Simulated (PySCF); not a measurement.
Spinor energies of Zn²⁴⁺ (zinc, charge +24)

Start: [He] 2s2 2p2; 2p1/2 filled at m_j = -1/2, +1/2. Calculated with PySCF 2.14 in an uncontracted even-tempered set (17 s from 7.2 bohr⁻², ratio 2.4; 11 p from 9.4 bohr⁻², ratio 2.4; 5 d from 33 bohr⁻², ratio 2.6; 4 f from 50 bohr⁻², ratio 2.6): generalised Hartree-Fock with the X2C-1e Hamiltonian and a Gaussian nucleus; one run each with spin-orbit coupling (SO) switched off, then screened by Boettger's factors.

| spinor shell | electrons | ε, spin-free (eV) | ε, screened SO (eV) | weight of nominal j (screened SO) | rms radius, screened SO (bohr) |
| --- | --- | --- | --- | --- | --- |
| 1s1/2 | 2 | -11209.8 | -11207.0 | 1.000 | 0.0576 |
| 2s1/2 | 2 | -2439.7 | -2438.8 | 1.000 | 0.229 |
| 2p1/2 | 2 | -2354.8 | -2359.8 | 1.000 | 0.199 |

```
   quantity    spin-free  screened SO
E (hartree)  -1269.55355  -1270.44458
        M_J            0            0
       ⟨J²⟩        2.000        0.000
       ⟨L²⟩        2.000        1.333
       ⟨S²⟩        2.000        1.333
```

Without spin-orbit coupling the j labels of p, d and f shells carry no meaning; the spin-free column gives the mean over the occupied spinors of each nl shell.
